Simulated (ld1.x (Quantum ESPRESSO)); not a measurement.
# Ranking TM potentials for phosphorus

All share these settings but for the change named:

ld1.x (Quantum ESPRESSO) 7.5 input, shortened:

```
&input
   title='P', zed=15., rel=0, dft='PBE', iswitch=3,
   config='[Ne] 3s2 3p1'
 /
 &inputp
   pseudotype=2, tm=.true., lloc=-1, rcloc=1.20,
   nlcc=.true., new_core_ps=.true., rcore=1.10
 /
2
3S  1  0   2.00   0.00  1.35  1.35  0.0
3P  2  1   1.00   0.00  1.60  1.60  0.0
 &test
   configts(1)='3s2 3p1'
 /
```

Cutoff: the first of the cutoffs (Ry, on a coarse ladder) from which the occupation-weighted sum of valence levels, in a spherical-Bessel basis at the reference potential, stays within 10 and 1 mRy of its value at 400 Ry; the density cutoff is not measured.

The base gives 35 Ry.

Of 10 variants that were run, those that failed, showed a ghost or another fault, or gave nearly equal values are left out.

A variant can come out equal or close to the base.

Task: Rank these variants from softest to hardest (loose cutoff).
A. type PAW; waves now 3s (bound): rcut 1.15, rcutus 1.35 bohr; 3s channel at -2.2 Ry: rcut 1.15, rcutus 1.35 bohr; 3p (bound): rcut 1.40, rcutus 1.60 bohr; 3p channel at -1.05 Ry: rcut 1.40, rcutus 1.60 bohr; local potential all-electron potential smoothed inside 1.50 bohr (lloc = -1); augmentation PSQ, radius 1.05 bohr
B. wave 3p (bound): rc 1.60 bohr becomes 3p (bound): rc 1.56 bohr
C. all radii but the core radius scaled by about 1.29 (s 1.74, p 2.08 bohr); local potential all-electron potential smoothed inside 1.56 bohr (lloc = -1)
D. reference 3s1.75 3p3.25

Result: A (18 Ry), C (21 Ry), D (30 Ry), B (35 Ry).
